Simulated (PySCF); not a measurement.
Mean harmonic wavenumber (cm⁻¹) of eight silicon and germanium compounds: PBE-D3(BJ) beside PBE0-D3(BJ), computed with PySCF for isolated molecules in the bases named; differences from unrounded values. The eight are the first of their class met in an unordered collection, after screening for sound electronic states; none was chosen by its value. Each level has its own optimised geometry.

```tsv
molecule	basis	PBE0-D3(BJ)
Si(OH)4 (H4O4Si), SMILES O[Si](O)(O)O	def2-SVP	1215
Si(H)2(OH)(OSiH3) (H6O2Si2), SMILES [SiH3]O[SiH2]O	def2-SVP	1131
C3H4ClFSi, SMILES FC[Si@H](C#C)Cl	def2-SVP	1102
ClH6NSi3, SMILES [SiH2]1N[SiH2][SiH]1Cl	def2-SVP	1008
C3H11ClSi2, SMILES C([SiH3])[Si](Cl)(C)C	def2-SVP	1250
Cl2H3NOSi, SMILES N[Si](O)(Cl)Cl	def2-SVP	1082
CH4O4Si, SMILES O=C(O)[SiH](O)O	def2-SVP	1147
Cl2H5NSi2, SMILES [SiH2](Cl)N[SiH2]Cl	def2-SVP	1010
```

Problem. Estimate the PBE-D3(BJ) values and say how PBE-D3(BJ) differs from PBE0-D3(BJ) over the set. (Estimate from the structure and the level; the computed values follow.)

Solution. 
```tsv
molecule	PBE-D3(BJ)	difference
Si(OH)4 (H4O4Si), SMILES O[Si](O)(O)O	1169	-45
Si(H)2(OH)(OSiH3) (H6O2Si2), SMILES [SiH3]O[SiH2]O	1091	-39
C3H4ClFSi, SMILES FC[Si@H](C#C)Cl	1061	-41
ClH6NSi3, SMILES [SiH2]1N[SiH2][SiH]1Cl	970	-37
C3H11ClSi2, SMILES C([SiH3])[Si](Cl)(C)C	1212	-38
Cl2H3NOSi, SMILES N[Si](O)(Cl)Cl	1048	-34
CH4O4Si, SMILES O=C(O)[SiH](O)O	1099	-47
Cl2H5NSi2, SMILES [SiH2](Cl)N[SiH2]Cl	975	-35
```
PBE-D3(BJ) lies below PBE0-D3(BJ) in 8 and above it in 0 of the eight; the mean signed difference is -40 and the largest -47 cm⁻¹.
